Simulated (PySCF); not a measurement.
Species: C4H9FO2S.
SMILES: `CC(C)(F)S(C)(=O)=O`

The calculation used TDDFT B3LYP/def2-SVPD, vertical, gas phase, core orbitals frozen in the response (PySCF 2.14.0, density-fitted response routines). Geometry: GFN2-xTB, one conformer, isolated molecule. Torsions of this conformer, `[CH3:1][C:2]([CH3:3])([F:4])[S:5]([CH3:6])(=[O:7])=[O:8]`: C1–C2–S5–C6 73°.

List the vertical singlet excitations with oscillator strengths and describe the spectrum.

```
state  λ (nm)  E (eV)       f  main configurations (H = HOMO, L = LUMO)
   S1   169.0    7.34   0.050                                 H→L (99%)
   S2   167.1    7.42   0.082                               H→L+1 (85%)
   S3   160.6    7.72  0.0005                H-1→L (82%), H-1→L+1 (16%)
   S4   157.1    7.89   0.014                H-1→L+1 (75%), H-1→L (16%)
   S5   153.9    8.06   0.058     H→L+2 (76%), H→L+1 (11%), H→L+3 (10%)
   S6   152.0    8.16   0.024     H→L+3 (62%), H-2→L (12%), H→L+2 (11%)
   S7   150.3    8.25  0.0085   H-2→L+1 (46%), H-2→L (30%), H→L+3 (14%)
   S8   148.3    8.36  0.0091                H-2→L (43%), H-2→L+1 (35%)
```

Triplets (Tamm–Dancoff): T1 6.76 eV, H→L+1 (66%), H→L (19%), H→L+2 (9%); T2 7.26 eV, H→L (75%), H→L+1 (16%); T3 7.54 eV, H-1→L+1 (71%), H-1→L (13%), H-1→L+2 (8%).

The lowest singlet comes at 169 nm (708 kJ/mol) in the vacuum ultraviolet; it is of moderate strength; its leading configuration is HOMO→LUMO (99%). The most intense listed level is S2 at 7.42 eV (167 nm, f = 0.082), 0.08 eV above S1. Löwdin shares by element: HOMO oxygen 46%, carbon 14% or more, sulfur 12% (atoms not listed hold the other 28%); LUMO carbon 22% or more, sulfur 18%, hydrogen 10% or more (atoms not listed hold the other 50%). Orbital energies (eV): HOMO-3 -9.34, HOMO-2 -9.09, HOMO-1 -8.53, HOMO -8.09, LUMO 0.06, LUMO+1 0.32, LUMO+2 0.86. Weighted by f, the mean energy of these states is 7.72 eV. The listed states span 1.02 eV, and the widest gap between neighbours is 0.30 eV (S2 to S3). No computed singlet lies in the visible range (380 to 750 nm); the lowest, at 169 nm, stands 4.07 eV above its violet end (3.26 eV). Only the lowest 8 singlets were computed, as vertical energies without vibronic structure.

Cost: about 50 s of CPU time on one thread; the machine was shared, so the figure is rough.
